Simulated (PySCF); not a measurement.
C2H6N2OSi.

```xyz
12

C     -1.8610    -1.2204     0.1427
Si    -0.7992     0.1480    -0.5557
N     -1.4278     1.6765    -0.0659
N      0.8318    -0.1492    -0.0062
C      1.9583    -0.3012     0.3710
O      3.0621    -0.4537     0.7434
H     -1.8781    -1.1740     1.2441
H     -1.4643    -2.2071    -0.1432
H     -2.8965    -1.1378    -0.2228
H     -0.7347     0.1485    -2.0394
H     -1.0768     2.5296    -0.4912
H     -1.6701     1.8377     0.9076
```
Charge 0, spin multiplicity 1.

Geometry: B3LYP-D3(BJ)/def2-SVP. The structure was generated by enumeration; whether it is a known compound was not checked. Other conformers were not sampled.

Method: PBE/pcSseg-1 in PySCF. Non-relativistic, no solvent.

Computed absolute GIAO shielding of each atom: isotropic value and principal components (ppm):
```csv
atom,σ(iso),σ11,σ22,σ33,span
C1,180.5,169.9,182.2,189.3,19.4
Si2,375.0,343.5,359.3,422.3,78.8
N3,229.4,213.0,221.6,253.5,40.5
N4,201.9,128.5,147.6,329.7,201.2
C5,59.5,-46.4,-43.3,268.1,314.5
O6,190.8,105.6,106.5,360.3,254.7
H7,30.9,27.5,28.9,36.2,8.7
H8,30.9,26.8,28.6,37.3,10.5
H9,31.0,26.7,28.2,38.0,11.3
H10,26.3,23.0,24.4,31.6,8.6
H11,30.3,23.9,25.9,41.0,17.1
H12,30.5,24.4,27.2,39.9,15.5
```
